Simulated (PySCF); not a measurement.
**Exercise with solution: oscillator strength and radiative lifetime**

B(F)2(NHMe) (CH4BF2N), SMILES CNB(F)F.

The structure is a stationary point at B3LYP-D3(BJ)/def2-SVP. One conformer was computed; it need not be the lowest.

TDDFT-LC-ωPBE/def2-SVPD run with PySCF 2.14.0 puts the first singlet state with f over 0.02 at 8.92 eV (vertical), with the transition dipole (0.000, 0.000, -0.396) in atomic units.

Problem. Find the oscillator strength, the wavelength and the radiative lifetime that this transition would have in vacuum if emission retraced absorption.

Solution. 
|μ|² = 0.1568 au, so |μ| = 1.01 D. ΔE = 8.92/27.211 = 0.3278 hartree. f = (2/3) ΔE |μ|² = 0.034 (the program prints 0.034).
λ = 1239.84/8.92 = 139 nm; ν = 71945 cm⁻¹.
Einstein's coefficient A = 0.6670 ν² f s⁻¹ (ν in cm⁻¹) = 1.2e8 s⁻¹, so τ = 1/A = 8.5 ns. This state is S2; the lower singlet has f = 0.004. The figure is the radiative limit of this one transition; relaxation, internal conversion, crossing to triplets and a medium change what is measured.
